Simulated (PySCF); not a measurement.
**FeO₃⁺: from structure and modes to constants**

These are results of UPBE/[Fe def2-SVP, O def2-SVP], no relativity, density fitting, PySCF, not measurements.

The doublet minimum has C3v symmetry. Masses (u): Fe 55.93494, O 15.99492.

```xyz
4
charge 1 multiplicity 2, angstrom
Fe    0.0000    0.0000   -0.1840
O     1.5079    0.0000    0.2164
O    -0.7540    1.3059    0.2164
O    -0.7539   -1.3059    0.2164
```

Harmonic wavenumbers (cm⁻¹): 262.8 (a1, ×1), 371.6 (e, ×2), 928.0 (a1, ×1), 1004.8 (e, ×2).

(1) Find the principal moments of inertia and the rotational constants. What kind of rotor is it?

(2) Find the vibrational entropy and heat capacity at 298.15 K.

(3) Give the standard entropy (298.15 K, 1 bar) by its translational, rotational, vibrational and spin parts, and Cp.

## Answers

(1) About the centre of mass I = 58.695, 58.695, 109.11 u Å². With B = 16.8576/I this gives 0.2872, 0.2872, 0.1545 cm⁻¹. The molecule is an oblate symmetric top.

(2) With u = 1.43878 ω/T, each mode gives S = R[u/(eᵘ−1) − ln(1−e⁻ᵘ)] and C = R u² eᵘ/(eᵘ−1)².
| ω (cm⁻¹) | u | S (J/(mol K)) | C (J/(mol K)) |
| --- | --- | --- | --- |
| 262.8 | 1.268 | 6.87 | 7.28 |
| 371.6 (×2) | 1.793 | 4.49 | 6.40 |
| 928.0 | 4.478 | 0.52 | 1.94 |
| 1004.8 (×2) | 4.849 | 0.38 | 1.56 |
The sums over all modes are S = 17.1 and C = 25.1 J/(mol K); the softest mode gives 40 % of the entropy (each member, where degenerate).

(3) Sackur–Tetrode with M = 103.92 u gives 166.8; rotation with symmetry number 3 gives 92.8; vibration 17.1; spin R ln 2 = 5.8. The total is 282.4 J/(mol K), and Cp = 4 R + 25.1 = 58.4 J/(mol K).

Other isomers or separated fragments may lie lower. Other spin states or occupations of the open shell can lie lower.
